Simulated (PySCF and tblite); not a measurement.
The numbers below are computed, except where a source is named.
## C7H12O, numbered as in [CH2:1]=[CH:2][C:3](=[O:4])[C:5]([CH3:6])([CH3:7])[CH3:8]: conformational analysis

Conformers came from 90 starts (ETKDG and KDG, MMFF94s, GFN2-xTB); geometries are PBE0-D3(BJ)/def2-SVP. Energies: PBE0-D3(BJ)/def2-SVPD (IEF-PCM, chloroform), with GFN2-xTB thermal terms (modes under about 100 cm⁻¹ blended into free rotors). Symmetry numbers and mirror images are counted. Conformers within 3 kcal/mol (GFN2-xTB free energy) were kept, 8 at most. GIAO shieldings: wB97X-D/pcSseg-1 (IEF-PCM, chloroform). Couplings: B3LYP/pcSseg-1 with pcJ-1 on H (gas phase; spin-dipole term only for pairs with B, N, F, Si or P). Couplings are for ¹H. Shifts are against TMS (¹H), TMS (¹³C) at the same level; of two unlike H on one atom, a is the less shielded. Codes: tblite and PySCF.

Torsions listed: C1–C2–C3–O4, O4–C3–C5–C6.

```
conformer     shape  symmetry  E(GFN2) kcal/mol  E(DFT) kcal/mol  G(298.15 K) kcal/mol  weight %  dipole D
        1   -1°, 0°        Cs              0.00             0.00                  0.00      98.7      3.45
        2  178°, 2°        Cs              3.39             2.67                  2.58       1.3      4.04
```

Weights (%) against temperature:

```tsv
T (K)	1	2	S(mix) cal/mol/K
150	100.0	0.0	0.00
200	99.8	0.2	0.02
250	99.4	0.6	0.07
298.15	98.7	1.3	0.14
400	96.3	3.7	0.32
```

Averaged shifts at 298.15 K. ¹H: 7.09 (H1a, 1H), 7.05 (H2, 1H), 6.36 (H1b, 1H), 1.11 (H6/H7/H8, 9H) ppm. ¹³C: 211.8 (C3), 142.8 (C1), 138.2 (C2), 44.9 (C5), 27.4 (C6/C7/C8) ppm.

Averaged couplings (Hz): ²J(H1b,H1a) 3.1, ³J(H1b,H2) 11.2, ³J(H1a,H2) 17.9, ²J(H6,H6) -14.0.

Coordinates of conformer 1 (Å):

```xyz
20

C     3.147   -0.265   -0.175
C     1.897   -0.668    0.069
C     0.814    0.331    0.324
O     1.056    1.518    0.324
C    -0.601   -0.201    0.575
C    -1.542    0.978    0.804
C    -0.583   -1.105    1.814
C    -1.055   -1.000   -0.655
H     3.957   -0.974   -0.367
H     3.372    0.806   -0.185
H     1.647   -1.733    0.082
H    -1.222    1.576    1.669
H    -2.566    0.617    0.986
H    -1.555    1.648   -0.066
H     0.070   -1.981    1.686
H    -0.241   -0.553    2.703
H    -1.599   -1.476    2.018
H    -0.417   -1.876   -0.846
H    -2.083   -1.366   -0.502
H    -1.052   -0.373   -1.560
```

Coordinates of conformer 2 (Å):

```xyz
20

C     2.576   -0.238    0.065
C     1.908    0.910   -0.094
C     0.441    1.165   -0.211
O     0.097    2.325   -0.311
C    -0.609    0.042   -0.202
C    -1.986    0.680   -0.376
C    -0.573   -0.695    1.145
C    -0.364   -0.928   -1.367
H     3.666   -0.234    0.142
H     2.090   -1.213    0.126
H     2.466    1.851   -0.143
H    -2.051    1.232   -1.325
H    -2.198    1.396    0.430
H    -2.763   -0.100   -0.369
H    -1.377   -1.446    1.175
H     0.377   -1.215    1.328
H    -0.738    0.004    1.979
H    -0.371   -0.396   -2.330
H     0.590   -1.466   -1.289
H    -1.170   -1.679   -1.394
```

Thermal terms of a conformer that GFN2-xTB lacks, or places elsewhere, come from the nearest GFN2-xTB minimum; such a conformer stays in the set even outside the window. Shifts are unscaled: against experiment ¹³C can be off by 15 ppm or more and ¹H by 0.8 ppm.

Search and properties took 3.4 min on 1 thread of Arm Neoverse V2, on a host shared with other jobs (rough), launched as `OMP_NUM_THREADS=1 python ens_run.py task.json out`.
